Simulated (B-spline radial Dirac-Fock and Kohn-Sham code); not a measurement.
## Satellites and hypersatellites of the K lines of V⁴⁺

System: the V⁴⁺ ion in the configuration [Ar] 3d1, inside a Watson sphere of charge -4 and radius 3 Å (a model of the Madelung potential; inside it an electron's potential energy is raised by 19.2 eV).

Input file task.json (cfg lists n, l and occupation; rrms is the nuclear radius in fm):

```json
{"items": [{
  "Z": 23,
  "q": 4,
  "cfg": [[1, 0, 2], [2, 0, 2], [2, 1, 6], [3, 0, 2], [3, 1, 6], [3, 2, 1]],
  "A": 51,
  "rrms": 3.6002,
  "watson": [-4, 3.0],
  "do": ["binding", "quiet", "double"]
}]}
```

Command: `python xray_run.py task.json out`

Model: Dirac-Fock energy differences between relaxed states, corrected for Breit and QED terms. Program: a radial finite-basis atomic code. Each two-hole energy is an average over J within one jj subconfiguration, not an observable level; in light atoms, where LS coupling holds, the j-resolved values are not observed lines, and for a K spectator the Kα1 hypersatellite is nearly forbidden. Correlation and solid-state effects are left out.

Lines without a spectator: Kα2 (K-L2) 4942.4 eV, Kα1 (K-L3) 4949.3 eV, Kβ3 (K-M2) 5432.0 eV, Kβ1 (K-M3) 5432.9 eV. Shifts in eV with one spectator hole (a dash: not computed, or left out as unreliable):

```
spectator hole     Kα2     Kα1     Kβ3     Kβ1
        K (1s)  +238.4  +239.8  +299.4  +299.7
    L2 (2p1/2)  +20.78  +25.55       –   +63.0
    L3 (2p3/2)  +24.18  +23.03   +61.5       –
    M2 (3p1/2)       –   +1.87   +6.71   +8.13
    M3 (3p3/2)   +1.74       –   +7.88   +7.49
```

With n spectator holes in 2p, averaged over the 2p shell (energies in eV):

```csv
n,KαLⁿ,step,hypersatellite KαʰLⁿ
0,4947.0,–,5186.3
1,4970.9,+23.9,5211.5
2,4996.1,+25.2,5238.1
3,5022.6,+26.5,5265.9
4,5050.4,+27.9,5295.1
5,5079.6,+29.2,5325.6
```
